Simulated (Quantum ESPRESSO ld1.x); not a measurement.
The numbers below are computed, except where a source is named.
Isoelectronic series with 9 electrons, each ion in its NIST ground configuration. Code: ld1.x of Quantum ESPRESSO 7.5. Model: scalar-relativistic Kohn-Sham, BLYP, spin-unpolarised, spherical densities, point nucleus. Total energies (hartree) and mean radii <r> (bohr):

ion,configuration,E (hartree),2p,2s,1s
F,[He] 2s2 2p5,-99.8371,1.107,1.004,0.1763
Ne+,[He] 2s2 2p5,-128.2938,0.8840,0.8647,0.1579
Mg3+,[He] 2s2 2p5,-196.584,0.6416,0.6720,0.1306
Al4+,[He] 2s2 2p5,-236.414,0.5660,0.6040,0.1201
Si5+,[He] 2s2 2p5,-280.039,0.5067,0.5484,0.1112
P6+,[He] 2s2 2p5,-327.462,0.4589,0.5020,0.1035
S7+,[He] 2s2 2p5,-378.692,0.4195,0.4628,0.09677
Cl8+,[He] 2s2 2p5,-433.733,0.3864,0.4293,0.09086
Ar9+,[He] 2s2 2p5,-492.595,0.3581,0.4002,0.08562
K10+,[He] 2s2 2p5,-555.286,0.3338,0.3748,0.08094
Ca11+,[He] 2s2 2p5,-621.815,0.3125,0.3524,0.07673
Sc12+,[He] 2s2 2p5,-692.192,0.2938,0.3324,0.07293
Ti13+,[He] 2s2 2p5,-766.427,0.2772,0.3146,0.06948
V14+,[He] 2s2 2p5,-844.533,0.2624,0.2985,0.06634
Cr15+,[He] 2s2 2p5,-926.520,0.2491,0.2840,0.06346
Mn16+,[He] 2s2 2p5,-1012.402,0.2370,0.2708,0.06081
Fe17+,[He] 2s2 2p5,-1102.192,0.2261,0.2588,0.05837
Co18+,[He] 2s2 2p5,-1195.903,0.2161,0.2477,0.05611
Ni19+,[He] 2s2 2p5,-1293.550,0.2069,0.2375,0.05401
Cu20+,[He] 2s2 2p5,-1395.149,0.1985,0.2281,0.05206
Zn21+,[He] 2s2 2p5,-1500.714,0.1908,0.2194,0.05024
Ga22+,[He] 2s2 2p5,-1610.264,0.1836,0.2113,0.04853
